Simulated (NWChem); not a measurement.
Molecule: CdSiH₄; SMILES [SiH3][CdH]

```xyz
6

Cd    -0.3428    -0.5811    -0.0095
H     -0.4974    -2.2684    -0.0146
Si    -0.1125     1.9276    -0.0019
H      1.0412     2.3827     0.8419
H     -1.3386     2.6024     0.5380
H      0.1143     2.4756    -1.3796
```
Atoms are numbered in this order, from 1.

Computed with NWChem. The geometry was optimised at PBE0/def2-SVP. Not confirmed as a minimum by frequencies. def2 effective core potentials on Cd; no spin-orbit coupling. Ions are spin-unrestricted doublets at the neutral geometry; other ion states weren't tried.

For level CAM-B3LYP/def2-SVP:

* **vertical ionisation energy, ΔSCF (eV)**: 9.32
* **−ε(HOMO) (eV)**: 8.35

Task: How do the values read with level PBE/def2-SVP instead?

Result: 
- vertical ionisation energy, ΔSCF (eV): 9.07
- −ε(HOMO) (eV): 6.14
